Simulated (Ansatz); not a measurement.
BMe2(CCH) (C₄H₇B), relaxed as a singlet with RKS PBE0-D4/def2-SVP in Ansatz, starting from the GFN2-xTB geometry. Force threshold 0.02 eV/Å.

Start:

| atom | x (Å) | y (Å) | z (Å) |
| --- | --- | --- | --- |
| B1 | -0.005 | 0.042 | -0.035 |
| C2 | 1.123 | 1.144 | -0.066 |
| H3 | 0.924 | 1.864 | 0.730 |
| H4 | 1.149 | 1.708 | -0.996 |
| H5 | 2.118 | 0.746 | 0.124 |
| C6 | -1.294 | 0.158 | -0.938 |
| H7 | -1.119 | -0.396 | -1.861 |
| H8 | -1.526 | 1.181 | -1.227 |
| H9 | -2.178 | -0.281 | -0.482 |
| C10 | 0.150 | -1.147 | 0.881 |
| C11 | 0.275 | -2.095 | 1.615 |
| H12 | 0.382 | -2.923 | 2.255 |

Question: Estimate the energy that the relaxation releases and the steps that it takes.

Answer: 0.06 eV, in 4 steps; 8 s on 4 threads of Arm Neoverse V1 on a shared host. No frequencies were taken in this run, so the end may be a saddle point.

Question: Does the start keep its bonding and symmetry?

Answer: By distances, no bond broke or formed. The bond that changes most is B1–C10, from 1.51 to 1.53 Å (atoms count from 1). Point group C2 at the start, C2 at the end, both within 0.05 Å.

Question: Predict the relaxed structure.

Answer: 
Cartesian coordinates in Å:
```
B -0.0070 0.0545 -0.0423
C 1.1286 1.1370 -0.0909
H 0.8880 1.8545 0.7187
H 1.1417 1.7170 -1.0260
H 2.1331 0.7491 0.1305
C -1.3005 0.1789 -0.9231
H -1.0807 -0.3834 -1.8524
H -1.5239 1.2116 -1.2304
H -2.1931 -0.2892 -0.4843
C 0.1508 -1.1539 0.8886
C 0.2763 -2.1145 1.6292
H 0.3867 -2.9617 2.2823
```
Bond lengths: 3 × B–C 1.53 to 1.57 Å; 1 × C–C 1.22 Å; 7 × C–H 1.08 to 1.11 Å.
